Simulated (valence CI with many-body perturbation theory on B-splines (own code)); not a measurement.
**Basis-set convergence for Er28+**

Calculated by configuration interaction combined with many-body perturbation theory (CI+MBPT): four valence electrons over a frozen Dirac-Fock core [Kr], radial functions for each j: 7 s, 7 p, 8 d, 6 f, 4 g, 1 h, with the one-electron correlation potential Σ1, the two-electron term Σ2, the three-electron term Σ3, Breit, model QED; selected CI, second order for the rest, scaled by the run's own slope (own B-spline code, finite nucleus).

The last digits are not significant, and no measured levels were compared; by estimate large intervals hold to a few tenths of a per cent, small ones and those within an open d or f shell to about a per cent. Only levels of the ground parity were solved; by the run's estimate the other parity begins above the list, which can be wrong where configurations are misplaced.

The reference run has the lowest level (4d3/2^4) J=0 and an ionisation energy of 1047.74 eV. Its largest variational space holds 18790 state functions.

Levels are named by their leading jj configuration (3d3/2^4 stands for four electrons in 3d with j = 3/2), which in mixed levels can hold well under half, so a name can repeat and another be missing. Letters in brackets count levels of one name in rising energy.

Changed runs:
A. basis 6 s, 6 p, 5 d, 5 f, 1 g
B. basis 5 s, 5 p, 4 d, 4 f

Excitation energies of the reference run in cm⁻¹, and shifts in cm⁻¹:

```
                    Level  Reference      A      B
      (4d3/2^3 4d5/2) J=1      64875   -216   -472
      (4d3/2^3 4d5/2) J=2      95385   -196   -214
      (4d3/2^3 4d5/2) J=4      99372   -3.7   +263
      (4d3/2^3 4d5/2) J=3     106844   -116    +80
(4d3/2^2 4d5/2^2) J=0 [a]     156112   -147   -317
(4d3/2^2 4d5/2^2) J=4 [a]     163288   -189   -193
(4d3/2^2 4d5/2^2) J=2 [a]     165182    -61   +377
(4d3/2^2 4d5/2^2) J=3 [a]     168459   -165    +57
    (4d3/2^2 4d5/2^2) J=5     181230    -72   +324
    (4d3/2^2 4d5/2^2) J=1     187907    -55   +427
    (4d3/2^2 4d5/2^2) J=6     190542   -6.0   +526
(4d3/2^2 4d5/2^2) J=4 [b]     201461    +31   +628
   Ionisation energy (eV)    1047.74  -0.06  -0.14
```
